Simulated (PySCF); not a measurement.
**ClTiN, singlet: structure and spectrum**

Level of theory: PBE0/[Ti def2-TZVP, N def2-TZVP, Cl def2-TZVP], no relativity, density fitting, PySCF.

The structure is a minimum.

| Property | Result |
| --- | --- |
| Point group | Cs |
| Bond lengths | Ti–Cl 2.275 Å, Ti–N 1.545 Å |
| Bond angles | Cl–Ti–N 117.9° |
| Rotational symmetry number | 1 |
| Zero-point energy | 10.6 kJ/mol |
| Principal quadrupole moments (Buckingham, traceless) about the centre of mass | -16.48, 6.58, 9.91 D Å |
| Lowest empty level | -2.64 eV |
| Heat capacity Cp at 298.15 K | 47.9 J/(mol K) |
| Dipole moment | 5.99 D |
| Atomisation energy without zero-point energy | 926 kJ/mol |
| Entropy at 298.15 K and 1 bar | 281.1 J/(mol K) |
| Enthalpy at 298.15 K above 0 K | 12.24 kJ/mol |
| Rotational constants | 1.044, 0.1165, 0.1048 cm⁻¹ |
| Principal polarisabilities | 28.2, 33.7, 62.3 bohr³ |
| Highest occupied level | -7.11 eV |

Harmonic modes (masses in u: Ti 47.948, N 14.003, Cl 34.969):
| symmetry | ω (cm⁻¹) | IR (km/mol) | μ (u) |
| --- | --- | --- | --- |
| a' | 190 | 20.0 | 18.71 |
| a' | 419 | 101 | 38.20 |
| a' | 1169 | 206 | 16.65 |

Charges (e):
| atom | Mulliken | Löwdin | polar tensor | Mayer order to Ti1 |
| --- | --- | --- | --- | --- |
| Ti1 | 0.96 | 0.28 | 1.59 | – |
| N2 | -0.48 | -0.25 | -0.90 | 3.03 |
| Cl3 | -0.48 | -0.04 | -0.68 | 0.90 |

Mulliken populations on Ti1: s 6.10, p 12.24, d 2.68, f 0.03.

Outer orbital energies (eV). occupied: -21.44, -18.14, -9.56, -8.80, -8.72, -7.94, -7.71, -7.11; empty: -2.64, -2.16, -2.10, -0.38.

Formally Ti is in oxidation state +4, d0. The polar-tensor charge on Ti, 1.59, is far below the formal one.

Stability towards spin polarisation was not tested. Only a few start shapes were tried, so a lower isomer may exist.

The final relaxation and frequency run took 34 s on 2 threads of a shared Intel Xeon Platinum 8488C (Sapphire Rapids) host, with 113 basis functions and 13 gradients; the process peaked at 1 GiB. Launch command: `OMP_NUM_THREADS=2 python axn.py task.json out`.
